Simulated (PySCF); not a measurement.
**Spin-rotation constants: `C#Cc1cc(F)sc1C`, C7H5FS**

Geometry:
```json
{"atom": "C1", "x (Å)": "-0.952", "y (Å)": "2.554", "z (Å)": "-0.815"}
{"atom": "C2", "x (Å)": "-0.357", "y (Å)": "1.562", "z (Å)": "-0.494"}
{"atom": "C3", "x (Å)": "0.344", "y (Å)": "0.399", "z (Å)": "-0.114"}
{"atom": "C4", "x (Å)": "1.768", "y (Å)": "0.337", "z (Å)": "-0.052"}
{"atom": "C5", "x (Å)": "2.184", "y (Å)": "-0.885", "z (Å)": "0.342"}
{"atom": "F6", "x (Å)": "3.447", "y (Å)": "-1.284", "z (Å)": "0.504"}
{"atom": "S7", "x (Å)": "0.891", "y (Å)": "-1.998", "z (Å)": "0.651"}
{"atom": "C8", "x (Å)": "-0.269", "y (Å)": "-0.775", "z (Å)": "0.232"}
{"atom": "C9", "x (Å)": "-1.725", "y (Å)": "-1.066", "z (Å)": "0.271"}
{"atom": "H10", "x (Å)": "-1.466", "y (Å)": "3.423", "z (Å)": "-1.098"}
{"atom": "H11", "x (Å)": "2.420", "y (Å)": "1.156", "z (Å)": "-0.291"}
{"atom": "H12", "x (Å)": "-1.973", "y (Å)": "-1.878", "z (Å)": "-0.412"}
{"atom": "H13", "x (Å)": "-2.281", "y (Å)": "-0.178", "z (Å)": "-0.018"}
{"atom": "H14", "x (Å)": "-2.032", "y (Å)": "-1.369", "z (Å)": "1.272"}
```

Level of theory: PySCF 2.14.0, GIAO BHandHLYP/pcSseg-1 magnetisability, rotational g tensor and spin-rotation constants, non-relativistic, gas phase. Geometry: GFN2-xTB.

Problem. Give the nuclear spin-rotation constants along the inertial axes (H = +C I·J) beside the isotropic shieldings.

Solution. Rotational constants 2.4276, 1.0928, 0.7571 GHz. A star marks the isotopologue with that one atom substituted, in its own axes.
| atom | isotope | Caa (kHz) | Cbb (kHz) | Ccc (kHz) | mean (kHz) | σ (ppm) |
| --- | --- | --- | --- | --- | --- | --- |
| F6 | 19F | 2.730 | 1.218 | 0.226 | 1.391 | 323.8 |
| H10 | 1H | 0.049 | -0.110 | -0.087 | -0.050 | 29.0 |
| H11 | 1H | -0.248 | 0.109 | -0.087 | -0.075 | 25.3 |
| H12 | 1H | -0.253 | -0.066 | -0.016 | -0.112 | 29.5 |
| H13 | 1H | 0.080 | -0.101 | -0.085 | -0.035 | 28.7 |
| H14 | 1H | -0.253 | -0.064 | -0.018 | -0.111 | 29.5 |
| C1 | 13C* | 0.315 | 0.305 | 0.254 | 0.291 | 97.0 |
| C2 | 13C* | 0.022 | 0.365 | 0.275 | 0.221 | 106.9 |
| C3 | 13C* | 1.075 | 0.334 | 0.113 | 0.507 | 65.5 |
| C4 | 13C* | 0.828 | 0.416 | 0.119 | 0.454 | 69.6 |
| C5 | 13C* | 1.084 | 0.471 | 0.208 | 0.588 | 8.0 |
| S7 | 33S* | 0.850 | 0.420 | 0.228 | 0.499 | 309.0 |
| C8 | 13C* | 1.175 | 0.417 | 0.129 | 0.574 | 34.9 |
| C9 | 13C* | 0.343 | 0.155 | 0.101 | 0.199 | 170.1 |

For the geometry as given, no vibrational averaging.
